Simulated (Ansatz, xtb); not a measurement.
# Two isomers of C3H6B2O2

We compare X, `BO[C@@H]1C=CBO1`, a singlet, with Y, `BO[C@@H]1BOC=C1`, a singlet. Both are isolated molecules in the gas phase, relaxed with B3LYP/def2-SVP; the shapes shown needn't be the lowest conformers.

X (Å):

```yaml
atoms:
  - { symbol: C, position_ang: [-0.6730, 0.3065, 0.0709] }
  - { symbol: C, position_ang: [-0.6998, 1.2673, -1.0950] }
  - { symbol: C, position_ang: [-0.6222, 2.5404, -0.6679] }
  - { symbol: B, position_ang: [0.3034, -1.8898, 0.3540] }
  - { symbol: B, position_ang: [-0.5034, 2.4318, 0.8888] }
  - { symbol: O, position_ang: [0.4009, -0.5970, -0.0220] }
  - { symbol: O, position_ang: [-0.5159, 1.1059, 1.2304] }
  - { symbol: H, position_ang: [1.3039, -2.5551, 0.2745] }
  - { symbol: H, position_ang: [-0.7589, -2.3328, 0.7299] }
  - { symbol: H, position_ang: [-1.6211, -0.2555, 0.1721] }
  - { symbol: H, position_ang: [-0.7810, 0.8978, -2.1216] }
  - { symbol: H, position_ang: [-0.6337, 3.4071, -1.3315] }
  - { symbol: H, position_ang: [-0.4225, 3.2667, 1.7489] }
```

Y (Å):

```xyz
13

C    -0.7804   -1.2582   -0.4076
C    -0.1158   -0.5901    1.7139
C    -0.1178   -0.1937    0.4378
B    -1.8886   -0.9116   -2.5616
B    -1.2361   -2.2744    0.7487
O    -1.8420   -0.7680   -1.2276
O    -0.7620   -1.8098    1.9407
H    -2.8532   -0.4574   -3.1260
H    -0.9870   -1.4723   -3.1494
H    -0.0180   -1.7509   -1.0503
H    -1.8549   -3.3007    0.6898
H     0.3099   -0.1222    2.6018
H     0.3319    0.7254    0.0608
```

Question: Estimate which is lower in electronic energy at CCSD(T)/def2-SVP + ΔMP2/def2-TZVPP, and by roughly how much.

Answer: The CCSD(T)/def2-SVP + ΔMP2/def2-TZVPP calculation puts structure X lower, by 0.590 eV.

Level by level:

```
                             level        geometry  E(Y) − E(X) (eV)  departure from the last row (eV)  job, with rough time for the two
                          GFN2-xTB        GFN2-xTB              +0.162                            −0.428              optimisation, 0.57 s
                         HF/STO-3G        GFN2-xTB              +0.433                            −0.157              single point, 0.64 s
                r2SCAN-D4/def2-SVP        GFN2-xTB              +0.582                            −0.008               single point, 4.4 s
                    B3LYP/def2-SVP  B3LYP/def2-SVP              +0.539                            −0.051             optimisation, 1.9 min
                       HF/def2-SVP  B3LYP/def2-SVP              +0.678                            +0.088           part of the CCSD(T) run
                      MP2/def2-SVP  B3LYP/def2-SVP              +0.615                            +0.025           part of the CCSD(T) run
                  CCSD(T)/def2-SVP  B3LYP/def2-SVP              +0.588                            −0.003                      single point
CCSD(T)/def2-SVP + ΔMP2/def2-TZVPP  B3LYP/def2-SVP              +0.590                                                  single point, 73 s
```

As drawn, both hold the same kinds of bond in the same numbers.

None of the levels shown reverses the order. The largest departure from CCSD(T)/def2-SVP + ΔMP2/def2-TZVPP is that of GFN2-xTB, 0.428 eV. The last row adds to CCSD(T) the change of the MP2 difference between the two basis sets, here +0.003 eV.

With thermal terms from frequencies at re-optimised GFN2-xTB minima (ideal gas, soft modes damped towards free rotors, one conformer each, 298.15 K, 1 atm): on the last row, ΔE + ΔZPE = +0.574, ΔH = +0.575, ΔG = +0.568 eV.

The correlated steps freeze 7 core orbitals. Run with Ansatz 0.2.0, xtb 6.7.1; the last row on 2 threads of Intel(R) Xeon(R) Processor @ 2.70GHz on a shared host.
